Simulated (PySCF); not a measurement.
H2O2Zn, charge +1, doublet, at a GFN2-xTB geometry (such geometries of metal compounds can be far from the true shape) (a state made from the parent by changing its charge; the spin is typed, not shown lowest); DF-WB97M-V/6-31G* run with PySCF.

The PySCF input:
```python
from pyscf import gto, scf, dft

mol = gto.M(
    atom='''
Zn   -0.00002765    0.18410192    0.03416767
O     1.25356735   -0.16406762   -1.10029929
H     1.91681448    0.38180558   -1.56511562
O    -1.25346034   -0.54831822    0.96808683
H    -1.91684092   -0.20577643    1.59778506
''',
    basis='6-31g*',
    charge=1,
    spin=1,
    verbose=4,
)

mf = dft.UKS(mol)
mf.xc = 'wb97m_v'
mf = mf.density_fit(auxbasis='def2-universal-jkfit')
mf.kernel()
```

Write the output that PySCF gives for this input, abridged.


```
PySCF version 2.14.0

[INPUT] verbose = 4
[INPUT] num. atoms = 5
[INPUT] num. electrons = 47
[INPUT] charge = 1
[INPUT] spin (= nelec alpha-beta = 2S) = 1
[INPUT] symmetry False subgroup None
[INPUT] Mole.unit = angstrom
[INPUT] Symbol           X                Y                Z      unit          X                Y                Z       unit  Magmom
[INPUT]  1 Zn    -0.000027650000   0.184101920000   0.034167670000 AA   -0.000052250927   0.347902207807   0.064567538615 Bohr   0.0
[INPUT]  2 O      1.253567350000  -0.164067620000  -1.100299290000 AA    2.368898970197  -0.310042867709  -2.079264313153 Bohr   0.0
[INPUT]  3 H      1.916814480000   0.381805580000  -1.565115620000 AA    3.622254398801   0.721507979031  -2.957639875079 Bohr   0.0
[INPUT]  4 O     -1.253460340000  -0.548318220000   0.968086830000 AA   -2.368696750604  -1.036171264909   1.829418973498 Bohr   0.0
[INPUT]  5 H     -1.916840920000  -0.205776430000   1.597785060000 AA   -3.622304363159  -0.388861095591   3.019376169322 Bohr   0.0

nuclear repulsion = 180.983067103092
number of shells = 28
number of NR pGTOs = 159
number of NR cGTOs = 66
basis = 6-31g*
ecp = {}

******** <class 'pyscf.df.df_jk.DFUKS'> ********
method = DFUKS
initial guess = minao
damping factor = 0
level_shift factor = 0
DIIS = <class 'pyscf.scf.diis.CDIIS'>
diis_start_cycle = 1
diis_space = 8
diis_damp = 0
SCF conv_tol = 1e-09
SCF conv_tol_grad = None
SCF max_cycles = 50
direct_scf = False
number electrons alpha = 24  beta = 23
XC library pyscf.dft.libxc version 7.1.2
    S. Lehtola, C. Steigemann, M. J. T. Oliveira, and M. A. L. Marques,  SoftwareX 7, 1–5 (2018)
XC functionals = wb97m_v
    N. Mardirossian and M. Head-Gordon,  J. Chem. Phys. 144, 214110 (2016)
radial grids:
    Treutler-Ahlrichs [JCP 102, 346 (1995); DOI:10.1063/1.469408] (M4) radial grids

becke partition: Becke, JCP 88, 2547 (1988); DOI:10.1063/1.454033
pruning grids: <function nwchem_prune>
grids dens level: 3
symmetrized grids: False
atomic radii adjust function: <function treutler_atomic_radii_adjust>
** Following is NLC and NLC Grids **
NLC functional = wb97m_v
radial grids:
    Treutler-Ahlrichs [JCP 102, 346 (1995); DOI:10.1063/1.469408] (M4) radial grids

becke partition: Becke, JCP 88, 2547 (1988); DOI:10.1063/1.454033
pruning grids: <function nwchem_prune>
grids dens level: 3
symmetrized grids: False
atomic radii adjust function: <function treutler_atomic_radii_adjust>
small_rho_cutoff = 0
Set gradient conv threshold to 3.16228e-05
tot grids = 68424
tot grids = 68424
******** <class 'pyscf.df.df.DF'> ********
auxbasis = def2-universal-jkfit
Create RSH-DF object <pyscf.df.df.DF object> for omega=0.3
******** <class 'pyscf.df.df.DF'> ********
auxbasis = auxmol.basis = def2-universal-jkfit
init E= -1930.23915045064

cycle= 1 E= -1930.05502978002  delta_E= 0.184  |g|= 0.651  |ddm|= 1.44
cycle= 2 E= -1930.01448664258  delta_E= 0.0405  |g|= 0.879  |ddm|= 0.768
cycle= 3 E= -1930.20391254292  delta_E= -0.189  |g|= 0.0553  |ddm|= 0.367
cycle= 4 E= -1930.20657630693  delta_E= -0.00266  |g|= 0.0266  |ddm|= 0.0636
cycle= 5 E= -1930.20719207433  delta_E= -0.000616  |g|= 0.0118  |ddm|= 0.0348
cycle= 6 E= -1930.20733179265  delta_E= -0.00014  |g|= 0.00468  |ddm|= 0.0148
cycle= 7 E= -1930.20736947111  delta_E= -3.77e-05  |g|= 0.000675  |ddm|= 0.0119
cycle= 8 E= -1930.20737049469  delta_E= -1.02e-06  |g|= 0.000144  |ddm|= 0.00189
cycle= 9 E= -1930.20737054803  delta_E= -5.33e-08  |g|= 8.83e-05  |ddm|= 0.00046
cycle= 10 E= -1930.20737055089  delta_E= -2.85e-09  |g|= 6.46e-05  |ddm|= 0.000101
cycle= 11 E= -1930.20737055297  delta_E= -2.08e-09  |g|= 1.17e-05  |ddm|= 6.29e-05
cycle= 12 E= -1930.20737055306  delta_E= -8.46e-11  |g|= 2.36e-06  |ddm|= 1.69e-05
Extra cycle  E= -1930.20737055304  delta_E= 1.32e-11  |g|= 2.29e-06  |ddm|= 3.65e-06
converged SCF energy = -1930.20737055304  <S^2> = 0.76799908  2S+1 = 2.0179188
```
